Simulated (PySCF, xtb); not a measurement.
BiF₂Cl, SMILES [F][Bi]([F])[Cl].

Harmonic wavenumbers (cm⁻¹) from GFN2-xTB in xtb at its own minimum, in rising order: 116, 126, 145, 303, 408, 413.

Q: What does PBE0-D3(BJ)/def2-SVP run with PySCF 2.14.0 give at its own minimum? (Estimate from the structure and the level; the computed values follow.)

A: 133, 149, 178, 351, 596, 605. Paired by order, the mean absolute difference is 84 cm⁻¹ and the zero-point energies are 2.2 and 2.9 kcal/mol.
